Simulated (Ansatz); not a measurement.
Ansatz (an electronic-structure program) input (B3LYP-D3(BJ)/def2-TZVP):

Ansatz 0.2 input:
```yaml
crystal:
  periodic: [false, false, false]
  atoms:
    - {symbol: In, position_ang: [-0.00000000, -0.00000000, -1.75533115]}
    - {symbol: I, position_ang: [0.00000000, 0.00000000, 1.62285333]}
basis:
  gaussian:
    orbitals: def2-TZVP
hamiltonian:
  xc: b3lyp
  dispersion: d3bj
total_charge: 1
magnetization: {spin_polarized: true, initial_magnetization: 1}
phonons: {temperatures: {t_min: 298.15, t_max: 298.15, t_step: 100}}
```

Output:

```
Functional definition: B3LYP
integrals: 0.03 GiB planned
876 factors; their error is unknown
mean field: 0.41 GiB planned
mean field evaluation 1: about -13264.4989 eV, gradient 2.7e1 eV
mean field evaluation 2: about -13134.8591 eV, gradient 8.8e1 eV
mean field evaluation 4: about -13272.1947 eV, gradient 6.7e0 eV
mean field evaluation 8: about -13272.4205 eV, gradient 1.1e-1 eV
mean field evaluation 16: about -13272.6946 eV, gradient 1.3e-3 eV
mean field evaluation 32: about -13272.9880 eV, gradient 2.9e-4 eV
mean field evaluation 64: about -13272.9942 eV, gradient 1.2e-3 eV
mean field evaluation 96: about -13272.9011 eV, gradient 3.7e-1 eV
mean field -13272.98797362 eV, -487.7733112760 hartree, gradient 1.7e-6 eV, S^2 0.752731; 7 other end points of the search recorded, 0 dependent functions left out
the calculation of the forces begins
reference -13272.98817101 eV, -487.7733185300 hartree; 23, 22 occupied and 77, 78 virtual orbitals, 876 factors
these checks for a lower state are left out or cut short: stability, starts, cluster_reference, orbital_swaps, neighbouring_geometries, increment
integrals: 0.03 GiB planned
876 factors; their error is unknown
mean field: 0.41 GiB planned
mean field -13272.98797363 eV, -487.7733112765 hartree, gradient 2.1e-6 eV, S^2 0.752731; 0 other end points of the search recorded, 0 dependent functions left out
the calculation of the forces begins
reference -13272.98817102 eV, -487.7733185305 hartree; 23, 22 occupied and 77, 78 virtual orbitals, 876 factors
these checks for a lower state are left out or cut short: stability, starts, cluster_reference, orbital_swaps, neighbouring_geometries, increment
integrals: 0.03 GiB planned
876 factors; their error is unknown
mean field: 0.41 GiB planned
mean field -13272.98797363 eV, -487.7733112765 hartree, gradient 2.1e-6 eV, S^2 0.752731; 0 other end points of the search recorded, 0 dependent functions left out
the calculation of the forces begins
reference -13272.98817102 eV, -487.7733185305 hartree; 23, 22 occupied and 77, 78 virtual orbitals, 876 factors
these checks for a lower state are left out or cut short: stability, starts, cluster_reference, orbital_swaps, neighbouring_geometries, increment
integrals: 0.03 GiB planned
876 factors; their error is unknown
mean field: 0.41 GiB planned
mean field -13272.98797363 eV, -487.7733112765 hartree, gradient 8.1e-7 eV, S^2 0.752731; 0 other end points of the search recorded, 0 dependent functions left out
the calculation of the forces begins
reference -13272.98817102 eV, -487.7733185305 hartree; 23, 22 occupied and 77, 78 virtual orbitals, 876 factors
these checks for a lower state are left out or cut short: stability, starts, cluster_reference, orbital_swaps, neighbouring_geometries, increment
integrals: 0.03 GiB planned
876 factors; their error is unknown
mean field: 0.41 GiB planned
mean field evaluation 128: about -13272.9880 eV, gradient 1.4e-3 eV
mean field -13272.98797363 eV, -487.7733112765 hartree, gradient 8.1e-7 eV, S^2 0.752731; 0 other end points of the search recorded, 0 dependent functions left out
the calculation of the forces begins
reference -13272.98817102 eV, -487.7733185305 hartree; 23, 22 occupied and 77, 78 virtual orbitals, 876 factors
these checks for a lower state are left out or cut short: stability, starts, cluster_reference, orbital_swaps, neighbouring_geometries, increment
integrals: 0.03 GiB planned
876 factors; their error is unknown
mean field: 0.41 GiB planned
mean field -13272.98793576 eV, -487.7733098848 hartree, gradient 1.9e-6 eV, S^2 0.752730; 0 other end points of the search recorded, 0 dependent functions left out
the calculation of the forces begins
reference -13272.98813310 eV, -487.7733171370 hartree; 23, 22 occupied and 77, 78 virtual orbitals, 876 factors
these checks for a lower state are left out or cut short: stability, starts, cluster_reference, orbital_swaps, neighbouring_geometries, increment
integrals: 0.03 GiB planned
876 factors; their error is unknown
mean field: 0.41 GiB planned
mean field -13272.98800355 eV, -487.7733123761 hartree, gradient 2.6e-6 eV, S^2 0.752731; 0 other end points of the search recorded, 0 dependent functions left out
the calculation of the forces begins
reference -13272.98820099 eV, -487.7733196319 hartree; 23, 22 occupied and 77, 78 virtual orbitals, 876 factors
these checks for a lower state are left out or cut short: stability, starts, cluster_reference, orbital_swaps, neighbouring_geometries, increment
integrals: 0.03 GiB planned
876 factors; their error is unknown
mean field: 0.41 GiB planned
mean field -13272.98797363 eV, -487.7733112765 hartree, gradient 2.1e-6 eV, S^2 0.752731; 0 other end points of the search recorded, 0 dependent functions left out
the calculation of the forces begins
reference -13272.98817102 eV, -487.7733185305 hartree; 23, 22 occupied and 77, 78 virtual orbitals, 876 factors
these checks for a lower state are left out or cut short: stability, starts, cluster_reference, orbital_swaps, neighbouring_geometries, increment
integrals: 0.03 GiB planned
876 factors; their error is unknown
mean field: 0.41 GiB planned
mean field evaluation 160: about -13272.9880 eV, gradient 1.4e-3 eV
mean field -13272.98797363 eV, -487.7733112765 hartree, gradient 2.1e-6 eV, S^2 0.752731; 0 other end points of the search recorded, 0 dependent functions left out
the calculation of the forces begins
reference -13272.98817102 eV, -487.7733185305 hartree; 23, 22 occupied and 77, 78 virtual orbitals, 876 factors
these checks for a lower state are left out or cut short: stability, starts, cluster_reference, orbital_swaps, neighbouring_geometries, increment
integrals: 0.03 GiB planned
876 factors; their error is unknown
mean field: 0.41 GiB planned
mean field -13272.98797363 eV, -487.7733112765 hartree, gradient 8.1e-7 eV, S^2 0.752731; 0 other end points of the search recorded, 0 dependent functions left out
the calculation of the forces begins
reference -13272.98817102 eV, -487.7733185305 hartree; 23, 22 occupied and 77, 78 virtual orbitals, 876 factors
these checks for a lower state are left out or cut short: stability, starts, cluster_reference, orbital_swaps, neighbouring_geometries, increment
integrals: 0.03 GiB planned
876 factors; their error is unknown
mean field: 0.41 GiB planned
mean field -13272.98797363 eV, -487.7733112765 hartree, gradient 8.1e-7 eV, S^2 0.752731; 0 other end points of the search recorded, 0 dependent functions left out
the calculation of the forces begins
reference -13272.98817102 eV, -487.7733185305 hartree; 23, 22 occupied and 77, 78 virtual orbitals, 876 factors
these checks for a lower state are left out or cut short: stability, starts, cluster_reference, orbital_swaps, neighbouring_geometries, increment
integrals: 0.03 GiB planned
876 factors; their error is unknown
mean field: 0.41 GiB planned
mean field -13272.98800355 eV, -487.7733123761 hartree, gradient 2.6e-6 eV, S^2 0.752731; 0 other end points of the search recorded, 0 dependent functions left out
the calculation of the forces begins
reference -13272.98820099 eV, -487.7733196319 hartree; 23, 22 occupied and 77, 78 virtual orbitals, 876 factors
these checks for a lower state are left out or cut short: stability, starts, cluster_reference, orbital_swaps, neighbouring_geometries, increment
integrals: 0.03 GiB planned
876 factors; their error is unknown
mean field: 0.41 GiB planned
mean field evaluation 192: about -13272.9879 eV, gradient 1.4e-3 eV
mean field -13272.98793576 eV, -487.7733098848 hartree, gradient 1.9e-6 eV, S^2 0.752730; 0 other end points of the search recorded, 0 dependent functions left out
the calculation of the forces begins
reference -13272.98813310 eV, -487.7733171370 hartree; 23, 22 occupied and 77, 78 virtual orbitals, 876 factors
Total energy: -13273.09702048 eV, -487.7773186744 hartree
Atom 0 at    -0.000000    -0.000000    -1.755331 Å, force    -0.000000     0.000000     0.000690 eV/Å
Atom 1 at     0.000000     0.000000     1.622853 Å, force     0.000000    -0.000000    -0.000690 eV/Å
Dipole moment:     0.000000    -0.000000    -0.928133 e Å
Vibrations: 76.56 cm⁻¹, zero-point energy 0.004746 eV
```
